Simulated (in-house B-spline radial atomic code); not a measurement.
**Binding energies in the iodine ion I⁵⁺**

NIST's tabulated ground configuration is [Kr] 4d10 5s2; each binding energy is the energy of the ion with one electron taken from that subshell, relaxed, less that of the parent. Method: Dirac-Hartree-Fock, average of configuration, Fermi nucleus of rms radius 4.75 fm. Calculated with a radial B-spline atomic code at the basis-set limit. Energies include first-order Breit, QED and recoil terms.

```
subshell  X-ray name  binding energy (eV)  -ε (eV)  relaxation (eV)
      2s          L1               5266.7   5312.3             33.4
   2p1/2          L2               4924.9   4973.8             37.0
      3s          M1               1146.9   1162.1             13.1
   3p1/2          M2               1005.4   1020.9             13.7
   3p3/2          M3                948.7    963.0             13.1
   3d3/2          M4                702.4    717.7             14.7
   3d5/2          M5                690.9    705.6             14.5
      4s          N1                266.1    269.6              3.2
   4p1/2          N2                214.6    217.9              3.0
   4p3/2          N3                203.5    206.5              2.8
   4d3/2          N4                119.5    121.8              2.3
   4d5/2          N5                117.8    120.0              2.3
      5s          O1                72.23    72.51             0.22
```

Relaxation = -ε minus the binding energy without Breit, QED and recoil terms.

Emission lines follow as differences of binding energies, with λ = 12398.42 eV·Å / E:

| line | holes | energy (eV) | wavelength (Å) |
| --- | --- | --- | --- |
| L2-M4 | 2p1/2 → 3d3/2 | 4222.5 | 2.9363 |
| L1-M3 | 2s → 3p3/2 | 4318.0 | 2.8713 |
| L2-N4 | 2p1/2 → 4d3/2 | 4805.4 | 2.5801 |

Question: What does it cost to remove both a 2p1/2 and a 3p3/2 electron?

Answer: 5939.4 eV, which is 65.86 eV more than the two single binding energies together.

Question: What does it cost to remove two 3d3/2 electrons?

Answer: 1460.2 eV, which is 55.32 eV more than the two single binding energies together.
